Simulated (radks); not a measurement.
Valence configurations of Te3+ (all share [Kr]). Calculated with a radial shooting solver on a logarithmic mesh with Libxc functionals: Dirac Kohn-Sham, PBE, spin-unpolarised, spherical densities, finite nucleus; open shells are shared between the two j in proportion to 2j + 1; Fermi nuclear charge, rms radius 4.7423 fm. Energies are relative to 4d10 5s2 5p1; eigenvalues in eV.

| valence | E (eV) | e(4d3/2) | e(4d5/2) | e(5p1/2) | e(5p3/2) | e(5s1/2) |
|---|---|---|---|---|---|---|
| 4d10 5s2 5p1 | 0.000 | -73.191 | -71.709 | -32.447 | -31.225 | -42.675 |
| 4d9 5s2 5p2 | 43.106 | -80.272 | -78.725 | -34.691 | -33.339 | -45.466 |
| 4d9 5s1.5 5p2.5 | 48.956 | -80.898 | -79.349 | -35.013 | -33.649 | -45.831 |
| 4d10 5s1 5p2 | 11.099 | -74.502 | -73.015 | -33.133 | -31.887 | -43.456 |
| 4d8 5s2 5p3 | 91.132 | -87.315 | -85.702 | -36.827 | -35.343 | -48.127 |
| 4d10 5p3 | 22.305 | -75.784 | -74.293 | -33.799 | -32.531 | - |
| 4d9 5p4 | 66.660 | -82.736 | -81.180 | -35.948 | -34.551 | - |
| 4d9.5 5s2 5p1.5 | 20.942 | -76.737 | -75.223 | -33.584 | -32.297 | -44.088 |
| 4d10 5s1.5 5p1.5 | 5.536 | -73.850 | -72.366 | -32.792 | -31.558 | -43.069 |
| 4d8.5 5s2 5p2.5 | 66.499 | -83.798 | -82.218 | -35.771 | -34.354 | -46.811 |

NIST lists [Kr] 4d10 5s2 5p1 as the ground configuration; this level of theory agrees among the configurations tried. The energies are those of spherical spin-averaged densities, not of single terms.
